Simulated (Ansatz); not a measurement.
`OCO[SiH2][SiH3]` + `O[SiH2]B(O)F` → `OB(F)[SiH2][SiH3]` + `OCO[SiH2]O`  (redistribution)

Isolated molecules relaxed with PBE0-D4/def2-TZVP in Ansatz; ΔE leaves out vibrations. CCSD(T)/CBS adds triple-zeta CCSD(T) − MP2 to the extrapolated MP2 energy (def2 sets, frozen cores). Functionals use def2-TZVPP. Each species was taken in one conformer, which may not be the lowest.

```tsv
level	ΔE (kJ/mol)
PBE0	-54.9
SCS-MP2/def2-TZVPP	-55.8
```

(1) What does CCSD(T)/CBS give? (Best estimate.)

Largest T1 diagnostic among the species: 0.014.

## Answers

(1) The calculation gave: -56.1 kJ/mol. The listed levels differ from it by 1.2, 0.3 kJ/mol.

In def2-TZVPP, CCSD(T) changes the Hartree–Fock value by −8.4 kJ/mol (the triples alone add −1.6 kJ/mol) and MP2 by −9.8 kJ/mol.

CCSD(T)/CBS has its own doubt, a few kJ/mol and more with outer-core shells, so smaller differences from it don't rank the levels.
